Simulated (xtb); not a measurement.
Input for xtb: GFN-FF on AlAsH4 (SMILES [AlH2][AsH2]), a point of a torsion scan.

```
$ xtb mol.xyz --gfnff --sp --chrg 0 --uhf 0
6

Al    -0.84657508     0.07615851    -0.07373767
As     1.53689322     0.16925517    -0.33238384
H     -1.60834276    -1.20210825    -0.54607243
H     -1.86916847     1.08906354     0.52154556
H      1.42375641    -1.05039039     0.57029345
H      1.14858724    -0.72369354    -1.49923410
```

Output:

```
[...]
           -------------------------------------------------
          |                Calculation Setup                |
           -------------------------------------------------



          ==================== Thresholds ====================
          CN  :   150.00000
          rep :   500.00000
          disp:  2500.00000
          HB1 :   250.00000
          HB2 :   450.00000

          Pauling EN used:
          Z : 1  EN :  2.20
          Z :13  EN :  1.61
          Z :33  EN :  2.18
          electric field strengths (au): 0.000

           -------------------------------------------------
          |           Force Field Initialization            |
           -------------------------------------------------

          distances ...
          ----------------------------------------
          generating topology and atomic info file ...
          pair mat ...
          computing topology distances matrix with Floyd-Warshall algo ...
          making topology EEQ charges ...
          #fragments for EEQ constrain: 1
          ----------------------------------------
          generating topology and atomic info file ...
          pair mat ...
          computing topology distances matrix with Floyd-Warshall algo ...
          making topology EEQ charges ...
          #fragments for EEQ constrain: 1
          rings ...
          # BATM   8
          # H in HB   4

  atom   neighbors  erfCN metchar sp-hybrid imet pi  qest     coordinates
    1  Al      3    2.75   0.08         2    1    0   0.051   -1.599795    0.143919   -0.139344
    2  As      3    2.77   0.01         3    0    0   0.015    2.904307    0.319846   -0.628114
    3  H       1    0.96   0.01         0    0    0  -0.020   -3.039327   -2.271655   -1.031927
    4  H       1    0.96   0.01         0    0    0  -0.020   -3.532216    2.058032    0.985578
    5  H       1    0.97   0.00         0    0    0  -0.013    2.690510   -1.984950    1.077698
    6  H       1    0.97   0.00         0    0    0  -0.013    2.170515   -1.367583   -2.833142

          #atoms :   6
          #bonds :   5
          #angl  :   6
          #tors  :   4
          #nmol  :   1
          #optfrag :   1
           -------------------------------------------------
          |                   G F N - F F                   |
          |          A general generic force-field          |
          |                  Version 1.0.3                  |
           -------------------------------------------------
          Number of HB bonds (bound hydrogen)     0
          Number of HB bonds (unbound hydrogen)   0
          Number of XB bonds                      0

 E+G (total)                   0 d,  0 h,  0 min,  0.000 sec
 distance/D3 list               ...        0 min,  0.000 sec (  0.934%)
 non bonded repulsion           ...        0 min,  0.000 sec ( 16.585%)
 dCN                            ...        0 min,  0.000 sec (  4.132%)
 EEQ energy and q               ...        0 min,  0.000 sec ( 12.414%)
 D3                             ...        0 min,  0.000 sec ( 14.492%)
 EEQ gradient                   ...        0 min,  0.000 sec (  6.388%)
 bonds                          ...        0 min,  0.000 sec (  8.410%)
 bend and torsion               ...        0 min,  0.000 sec ( 14.300%)
 bonded ATM                     ...        0 min,  0.000 sec (  4.479%)
 HB/XB (incl list setup)        ...        0 min,  0.000 sec ( 12.002%)

         :::::::::::::::::::::::::::::::::::::::::::::::::::::
         ::                     SUMMARY                     ::
         :::::::::::::::::::::::::::::::::::::::::::::::::::::
         :: total energy              -0.358768708571 Eh    ::
Note: The following floating-point exceptions are signalling: IEEE_UNDERFLOW_FLAG IEEE_DENORMAL
normal termination of xtb
         :: gradient norm              0.016300712879 Eh/a0 ::
         ::.................................................::
         :: bond energy               -0.375750371176 Eh    ::
         :: angle energy               0.001116664364 Eh    ::
         :: torsion energy             0.000138876555 Eh    ::
         :: repulsion energy           0.018633712472 Eh    ::
         :: electrostat energy        -0.000952651131 Eh    ::
         :: dispersion energy         -0.001953327247 Eh    ::
         :: HB energy                  0.000000000000 Eh    ::
         :: XB energy                  0.000000000000 Eh    ::
         :: bonded atm energy         -0.000001612408 Eh    ::
         :: external energy            0.000000000000 Eh    ::
         :: add. restraining           0.000000000000 Eh    ::
         :: total charge               0.000000000000 e     ::
         :::::::::::::::::::::::::::::::::::::::::::::::::::::

           -------------------------------------------------
          |                Property Printout                |
           -------------------------------------------------

molecular dipole:
                 x           y           z       tot (Debye)
 q only:        0.040       0.077       0.008       0.222

           -------------------------------------------------
          | TOTAL ENERGY               -0.358768708571 Eh   |
          | GRADIENT NORM               0.016300712879 Eh/α |
           -------------------------------------------------
########################################################################
[WARNING] Runtime exception occurred
-1- gfnff_setup: Could not read topology file.
########################################################################

------------------------------------------------------------------------
------------------------------------------------------------------------
 total:
 SCF:
```

The run finished.

Cost: very roughly 0.020 core-seconds.
